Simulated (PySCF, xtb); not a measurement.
C3H4F2Si, SMILES C#CC(F)(F)[SiH3].

GFN2-xTB (xtb 6.7.1) at its own geometry gives an orbital gap of 5.05 eV and a dipole moment of 3.51 D.

Geometry optimised at PBE0-D3(BJ)/def2-SVP. The structure was generated by enumeration, and PubChem lists no compound with its InChIKey, so it may never have been made.

Q: What does PBE/def2-TZVP (PySCF) give? (An estimate is asked for; the answer gives what the named calculation found.)

A: gap 5.76 eV (levels -7.10 and -1.34 eV), dipole 2.01 D.
